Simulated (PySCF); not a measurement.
## A search over the determinants of CoSi⁺

Unrestricted PBE0; basis Co def2-TZVPPD, Si def2-TZVPPD; no relativity; PySCF 2.14. Outer shells of the fragments: Co+ 3d8; Si 3s2 3p2.

Followed along the bond (rough minima from three points):

| 2Ms+1 | unpaired | ⟨S²⟩ at the start | R at minimum (Å) | Te (eV) |
| --- | --- | --- | --- | --- |
| 3 | σ ↑, δ ↑ | 2.13 | 2.23 | 0.00 |
| 1 | σ ↓, δ ↑ | 1.95 | 2.09 | 0.41 |
| 3 | π ↑, δ ↑ | 2.15 | 2.35 | 0.48 |
| 3 | π ↑, δ ↑ | 2.27 | 2.35 | 0.59 |
| 5 | σ ↑, π ↑↑, δ ↑ | 6.02 | 2.36 | 0.68 |
| 1 | π ↓, δ ↑ | 1.94 | 2.31 | 0.71 |

Solutions found at the starting distance of 2.285 Å, counted from the lowest of them; the search is not exhaustive and high or unbound solutions are not listed, so other states can lie among these:

| 2Ms+1 | unpaired | term | E (eV) | ⟨S²⟩ | ⟨Lz²⟩ | μ (D) |
| --- | --- | --- | --- | --- | --- | --- |
| 3 | σ ↑, δ ↑ | ³Δ | 0.00 | 2.13 | 4.01 | 0.44 |
| 3 | π ↑, δ ↑ | mixed | 0.48 | 2.15 | 4.50 | 0.62 |
| 1 | σ ↓, δ ↑ | mixed | 0.56 | 1.95 | 4.46 | -0.13 |
| 3 | π ↑, δ ↑ | mixed | 0.60 | 2.27 | 5.01 | 0.41 |
| 5 | σ ↑, π ↑↑, δ ↑ | mixed | 0.69 | 6.02 | 5.64 | -0.14 |
| 1 | π ↓, δ ↑ | mixed | 0.70 | 1.94 | 5.02 | -0.55 |
| 5 | σ ↑↑, π ↑, δ ↑ | mixed | 0.70 | 6.01 | 5.03 | 0.18 |
| 1 | π ↓, δ ↑ | mixed | 0.73 | 1.96 | 4.97 | -0.59 |
| 5 | σ ↑, π ↑↑, δ ↑ | mixed | 0.84 | 6.01 | 5.54 | -0.06 |
| 3 | π ↑, δ ↑ | mixed | 0.87 | 2.91 | 5.03 | -0.59 |

A term symbol is given only where ⟨S²⟩ and ⟨Lz²⟩ are close to those of a pure state; real π, δ and φ orbitals otherwise mix terms. A positive dipole points towards Si; it is taken about the centre of mass and depends on that origin.

**Question.** Compare the gap between the two lowest followed solutions at the starting distance with the gap between their minima.

**Answer.** At PBE0 the second solution (Ms = 0 of mixed spin, unpaired electrons σ ↓, δ ↑) lies +0.56 eV from the first (triplet, unpaired electrons σ ↑, δ ↑) at 2.285 Å and +0.41 eV at the minima; the two curves relax by different amounts, since their minima lie near 2.09 and 2.23 Å.

With d or f electrons several states lie close, and the lowest PBE0 determinant need not be the measured ground state.
